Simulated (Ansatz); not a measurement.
Cost and result for the atomization energy of C2H6AlBr (`[AlH2][CH2]CBr`) (10 atoms, 9 bonds).

```xyz
10

Al    0.985    1.435    0.332
C     0.128   -0.082   -0.587
C    -0.782   -0.908    0.273
Br   -1.609   -2.412   -0.698
H     0.698    1.708    1.870
H     1.965    2.369   -0.494
H    -0.414    0.320   -1.451
H     0.927   -0.701   -1.013
H    -0.268   -1.382    1.107
H    -1.629   -0.346    0.661
```

The species carries charge 0 and has multiplicity 1. Correlated methods include outer-core shells of Br, which these sets cover unevenly. Scalar relativity is left out up to krypton. The structure was optimised at the PBE0-D4/def2-TZVP level. It is one conformer, not always the lowest. Program: Ansatz. All runs use 4 threads of an AMD EPYC 9R45 on a shared host. Times are those of one run each, without the atoms' runs, and a repeat can differ threefold. Electronic energies, without spin–orbit coupling; frozen cores. CCSD(T)/CBS adds CCSD(T) − MP2 in def2-TZVPP to the MP2 limit, and its time is that of the two runs behind it. T1 = 0.009. With those shells the extrapolation isn't a true limit. B3LYP takes the VWN-RPA correlation (the form of Gaussian; ORCA's B3LYP/G).

CCSD(T)/CBS is a level of theory with its own doubt, some kJ/mol a heavy atom from the limit and from the frozen cores, so smaller differences don't rank the functionals.

| level | functions | wall time |
| --- | --- | --- |
| PBE-D4/def2-TZVPP (with forces) | 236 | 0.95 s |
| PBE0-D4/def2-TZVPP | 236 | 1.2 s |
| r2SCAN-D4/def2-TZVPP (with forces) | 236 | 1.6 s |
| B3LYP-D4/def2-TZVPP (with forces) | 236 | 1.8 s |
| B2PLYP/def2-TZVPP | 236 | 2 s |
| ωB97X-V/def2-TZVPP | 236 | 2.8 s |
| ωB97M-V/def2-TZVPP (with forces) | 236 | 3.9 s |
| MP2/def2-QZVPP | 453 | 8 s |
| CCSD(T)/def2-TZVPP | 236 | 37 s |
| CCSD(T)/CBS(def2) | – | 45 s |

Task: What atomization energy does each give, and how far from CCSD(T)/CBS? (Best estimate.)

Result: Ansatz gave: 
```csv
level,atomization (kJ/mol),difference from CCSD(T)/CBS,per bond
PBE-D4/def2-TZVPP (with forces),3293.5,25.8,2.9
PBE0-D4/def2-TZVPP,3262.2,-5.5,-0.6
r2SCAN-D4/def2-TZVPP (with forces),3271.8,4.1,0.5
B3LYP-D4/def2-TZVPP (with forces),3252.7,-15.0,-1.7
B2PLYP/def2-TZVPP,3219.2,-48.5,-5.4
ωB97X-V/def2-TZVPP,3266.4,-1.3,-0.1
ωB97M-V/def2-TZVPP (with forces),3261.7,-6.0,-0.7
MP2/def2-QZVPP,3263.0,-4.7,-0.5
CCSD(T)/def2-TZVPP,3188.2,-79.5,-8.8
CCSD(T)/CBS(def2),3267.7,0.0,0.0
```

In def2-TZVPP, CCSD(T) changes the Hartree–Fock value by +748.8 kJ/mol (the triples alone add +41.3 kJ/mol) and MP2 by +777.0 kJ/mol; breaking electron pairs costs correlation energy, which Hartree–Fock lacks. The D4 term adds +31.2 kJ/mol with B3LYP and +16.3 kJ/mol with PBE0; it sums over pairs of atoms, weighted by their polarisabilities, and B3LYP, whose exchange is more repulsive, gets the larger term. From PBE to PBE0 (25 % exact exchange), in def2-TZVPP and without D4, the atomization energy moves by −28.4 kJ/mol: exact exchange takes away binding that semilocal exchange gives to molecules.
